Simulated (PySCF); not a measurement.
[SnCl3]-: one-bond stretch

These are results of PBE0 in PySCF with Sn def2-TZVPD with ECP28, Cl def2-TZVPD; scalar-relativistic core potentials, no spin–orbit coupling; density-fitted integrals, not measurements.

Rigid scan from the singlet minimum (Sn–Cl 2.474 Å (×3); Cl–Sn–Cl 97.3° (×3)). Coordinate: the bond from Sn to the last atom (Cl) scaled, the rest fixed. Energies in kJ/mol from the minimum.

| scale of one bond | E (kJ/mol) | dipole size (D, about the centre of mass) |
| --- | --- | --- |
| 0.92 | 19.2 | 3.37 |
| 0.96 | 4.1 | 3.47 |
| 1.00 | 0.0 | 3.70 |
| 1.05 | 4.6 | 4.12 |
| 1.12 | 21.1 | 4.88 |
| 1.20 | 45.7 | 5.90 |
| 1.35 | 91.8 | 7.96 |
| 1.55 | 139.1 | – |
| 1.80 | 175.9 | – |
| 2.20 | 204.3 | – |

At long bonds a restricted determinant can lie too high, and another spin state can fall below this curve.

Other isomers or separated fragments may lie lower.

The scan took about 3 core-minutes on a shared host.
